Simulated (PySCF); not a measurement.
## Magnetic susceptibility: SMILES C1OC=C(C#N)CC1=O, C6H5NO2

Geometry:
```csv
atom,x (Å),y (Å),z (Å)
N1,3.561,-0.694,-0.061
C2,2.460,-0.376,-0.038
C3,1.097,-0.023,-0.006
C4,0.727,1.256,0.147
O5,-0.532,1.708,0.209
C6,-1.573,0.749,0.279
C7,-1.300,-0.586,-0.401
O8,-2.161,-1.171,-1.002
C9,0.090,-1.128,-0.195
H10,1.442,2.062,0.225
H11,-2.458,1.215,-0.160
H12,-1.784,0.529,1.338
H13,0.069,-1.781,0.687
H14,0.361,-1.761,-1.045
```

Theory: GIAO KT3/pcSseg-1 magnetisability, rotational g tensor and spin-rotation constants, non-relativistic, gas phase in PySCF 2.14.0. Geometry: GFN2-xTB.

(1) What are the magnetisability and the molar susceptibility?

(2) Split it along the inertial axes a, b, c into diamagnetic and paramagnetic parts about the centre of mass, with the quadrupole moment.

(3) And the rotational g tensor?

Answers

(1) Isotropic -937 × 10⁻³⁰ J/T², or -56.4 × 10⁻⁶ cm³/mol; principal values -1059, -947, -804 × 10⁻³⁰ J/T², anisotropy 221 × 10⁻³⁰ J/T² (root of half the summed squared differences of the principal values). The susceptibility is in cgs units.

(2) 
| axis | χ (10⁻⁶ cm³/mol) | diamagnetic (10⁻⁶ cm³/mol) | paramagnetic (10⁻⁶ cm³/mol) | summed x² of all electrons (Å²) | quadrupole Θ (D Å) |
| --- | --- | --- | --- | --- | --- |
| a | -56.3 | -448.6 | 392.4 | 225.8 | -18.40 |
| b | -51.7 | -1027.2 | 975.5 | 89.5 | +7.59 |
| c | -61.2 | -1337.8 | 1276.5 | 16.3 | +10.81 |

Anisotropies 2χaa − χbb − χcc = +0.4 and 2χbb − χaa − χcc = +14.1 × 10⁻⁶ cm³/mol. Θ is traceless in Buckingham's convention.

(3) 
```
axis  rotational constant (GHz)        g  nuclear part  electronic part
   a                     3.2982  -0.0510        0.5570          -0.6080
   b                     1.2063  -0.0299        0.5229          -0.5528
   c                     0.9088  -0.0193        0.5257          -0.5450
```
Asymmetric top; isotopes 12C, 1H, 14N, 16O; no vibrational averaging.
